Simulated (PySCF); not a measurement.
ZrFH3, SMILES [F][ZrH3], multiplicity 1.

Coordinates come from a PBE0-D3(BJ)/def2-TZVP optimisation. The multiplicity is an assumed one; no other spin state was optimised. The structure was generated by enumeration; whether it is a known compound was not checked. The def2 effective core potentials stand for the cores of Zr; spin–orbit coupling is left out.

Two levels are set side by side: PBE/def2-TZVPD (PySCF) and r2SCAN/def2-TZVPD (PySCF). Same geometry, gas phase. Differences are taken from unrounded values.

```csv
quantity,PBE
orbital gap (eV),3.94
highest occupied level (eV),-7.24
lowest empty level (eV),-3.30
dipole moment (D),0.49
mean polarisability (bohr³),51.9
```

Problem. These are the PBE values. What does r2SCAN give? (The exact figures need the calculation; the answer reports its results.)

Solution. 
| quantity | r2SCAN | PBE minus r2SCAN |
|---|---|---|
| orbital gap (eV) | 4.52 | -0.58 |
| highest occupied level (eV) | -7.58 | 0.34 |
| lowest empty level (eV) | -3.06 | -0.24 |
| dipole moment (D) | 0.52 | -0.04 |
| mean polarisability (bohr³) | 50.1 | 1.8 |

Rough cost on one machine, each run with all the roots and properties that it gave: r2SCAN against PBE about 4 times.
